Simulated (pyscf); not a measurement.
Optimised with ωB97X-D3(BJ)/def2-SVP in PySCF. MP2 and CC: frozen core, UHF for open shells. ΔMP2 is the change of the MP2 total energy from the triple- to the quadruple-zeta basis.

**Question.** What is the homolytic dissociation enthalpy (298 K, CCSD(T)/def2-TZVPP + ΔMP2(QZVPP)) of the Br–Ga bond of F–Ga(F)–Br, to [F–Ga–F]• + Br•?

**Answer.** Br–Ga to [F–Ga–F]• + Br•: 381.1 kJ/mol. The radicals are drawn with the spin at the cut bond; how far it spreads was not checked. The CCSD(T) − MP2 part came from Ansatz, without density fitting, on the same reference. The frozen core leaves the outer d or s,p core shells of the metals and heavy elements correlated in the MP2 and CC values, and def2-TZVPP describes them poorly, which can shift differences by a few kcal/mol. Left out: the spin-orbit lowering of Br, which is large for Br, Se, Te and I. Elements up to Kr have no core potential and no relativistic terms here.
